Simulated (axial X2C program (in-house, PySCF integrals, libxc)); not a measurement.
**SnBr: from the spin-free to the two-component result**

Computed with an axial X2C code built on PySCF integrals. Spin-free means the one-electron spin-free X2C Hamiltonian; two-component (2c) means X2C with spin–orbit coupling and atomic mean-field two-electron Coulomb and Gaunt terms, so the difference of the two also holds small scalar two-electron terms. Basis: Sn dyall-cv3z [11s12p9d4f1g], Br dyall-cv3z [8s9p6d4f1g] (cores contracted in-house); Gaussian nuclei, density fitting, unrestricted open shells. Masses: Sn 119.902 u, Br 78.918 u.

Spin-free state: M_S = 1/2, Λ = 1 (beyond evenly filled blocks: π+α); fragments Sn + Br.

| level | Re (Å) | ωe (cm⁻¹) | De (eV) | μ (D) |
| --- | --- | --- | --- | --- |
| PBE0 | 2.515 | 244.0 | 3.509 | -2.42 |
| HF | 2.540 | 238.9 | 2.219 | -2.98 |
| MP2 | 2.507 | 248.0 | 3.405 | n/a |
| CCSD | 2.520 | 246.3 | 3.329 | n/a |
| CCSD(T) | 2.516 | 244.8 | n/a | n/a |
| BHandHLYP | 2.525 | 241.7 | 3.300 | -2.74 |

Correlated methods: 21 electrons correlated (number of frozen shells: Sn 4 s, 3 p, 1 d; Br 3 s, 2 p, 1 d), 273 virtual spin orbitals or spinors in MP2, 110 natural virtuals in coupled cluster.

Dipoles are positive if Br is the positive end.

(1) Within this multiplet, which Ω should lie lowest by the rule for regular and inverted multiplets?

Two-component determinant lowest at the distance of the search:

Ω = 1/2 (⟨Sz⟩ = -0.50, ⟨Lz⟩ = 1.00 at HF); fragments Sn + Br.

| level | Re (Å) | ωe (cm⁻¹) | μ (D) |
| --- | --- | --- | --- |
| PBE0 | 2.518 | 242.3 | -2.47 |
| HF | 2.543 | 237.2 | -3.03 |
| MP2 | 2.510 | 246.5 | n/a |
| CCSD | 2.524 | 244.7 | n/a |
| CCSD(T) | 2.520 | 243.2 | n/a |
| BHandHLYP | 2.528 | 239.8 | -2.80 |

(2) From the two tables, how do the constants change at the CCSD(T) level (2c against spin-free)?

The state is a single determinant with fixed occupations, the lowest that a limited PBE0 search found. Dissociation energies refer to the lowest single-determinant-based atoms at the same level and basis. De is not given where an atomic determinant may have missed its ground term or J level, or where the truncated virtual space spoils (T). Density functionals use the spin component along the axis (collinear). Coupled cluster ran in a truncated set of natural virtual spinors; the MP2 energy of the rest was added. (T) has no such correction and the atoms are truncated less, which lowers De at CCSD(T) by a hundredth of an eV or more. Without a current term, density functionals place determinants with orbital angular momentum somewhat too high.

Results:

(1) The open π shell holds one electron, so the multiplet is regular: Ω = Λ − 1/2 = 1/2. The PBE0 2c search agrees.

(2) At the CCSD(T) level Re goes up by 0.004 Å and ωe decreases by 1.6 cm⁻¹.
